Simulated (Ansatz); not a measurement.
Reaction (ligand exchange at a Zn–F bond): `[F][Zn][O][SiH3]` + CH₃OH → `C[O][Zn][O][SiH3]` + H–F

Computed with Ansatz on PBE0-D4/def2-TZVP structures; ΔE is electronic, products minus reactants. CBS: MP2 limit from def2 TZ/QZ plus the TZ coupled-cluster correction, frozen cores. This one scheme is used for every species. Functionals use def2-TZVPP. B3LYP here is the variant with VWN-RPA as its local correlation; programs differ in this. For Zn outer-core shells are correlated without core-valence functions, which leaves a few kJ/mol of doubt a bond. Scalar relativity is left out up to krypton. One conformer a species, not always the lowest.

`[F][Zn][O][SiH3]`:

Cartesian coordinates in Å:
```
F -3.561 -0.179 -1.093
Zn -2.004 -0.160 -0.329
O -0.470 -0.159 0.506
Si 1.125 0.071 0.279
H 1.826 -0.119 1.575
H 1.676 -0.898 -0.712
H 1.408 1.445 -0.225
```

CH₃OH:

```xyz
6

C     0.319   -0.149    0.052
O    -0.893    0.477    0.405
H     0.875   -0.313    0.976
H     0.935    0.474   -0.609
H     0.162   -1.123   -0.429
H    -1.399    0.634   -0.394
```

`C[O][Zn][O][SiH3]`:

```xyz
11

C    -2.519   -1.077   -0.906
O    -1.182   -1.500   -0.947
Zn    0.169   -0.721   -0.132
O     1.619   -0.110    0.646
Si    2.450    1.252    0.941
H    -2.660   -0.073   -1.326
H    -2.935   -1.079    0.110
H    -3.116   -1.771   -1.507
H     3.827    0.903    1.382
H     1.801    2.061    2.013
H     2.546    2.115   -0.273
```

H–F:

```xyz
2

F     0.215    0.126   -0.387
H    -0.215   -0.126    0.387
```

**Question.** Is it downhill or uphill in electronic energy at CCSD(T)/CBS, and by how much? (An estimate is asked.)

**Answer.** The calculation gave: Uphill: ΔE = +0.38 eV.

**Question.** What do these levels give: LDA (SPW92), r2SCAN-D4, B97M-V, r2SCANh-D4, revPBE, B3LYP, r2SCAN0, BHLYP, RPA@PBE/def2-TZVPP, SCS-MP2/def2-TZVPP, CCSD/def2-TZVPP, CCSD(T)/def2-TZVPP? (Estimate.)

**Answer.** The calculation gave: LDA (SPW92) 0.31, r2SCAN-D4 0.40, B97M-V 0.44, r2SCANh-D4 0.40, revPBE 0.43, B3LYP 0.45, r2SCAN0 0.41, BHLYP 0.48, RPA@PBE/def2-TZVPP 0.36, SCS-MP2/def2-TZVPP 0.37, CCSD/def2-TZVPP 0.39, CCSD(T)/def2-TZVPP 0.35 eV.

Largest T1 diagnostic among the species: 0.017.

The D4 term adds −0.05 eV with B3LYP and −0.03 eV with PBE0; it sums over pairs of atoms, weighted by their polarisabilities, and B3LYP, whose exchange is more repulsive, gets the larger term. In def2-TZVPP, CCSD(T) changes the Hartree–Fock value by −0.20 eV (the triples alone add −0.03 eV) and MP2 by −0.24 eV.
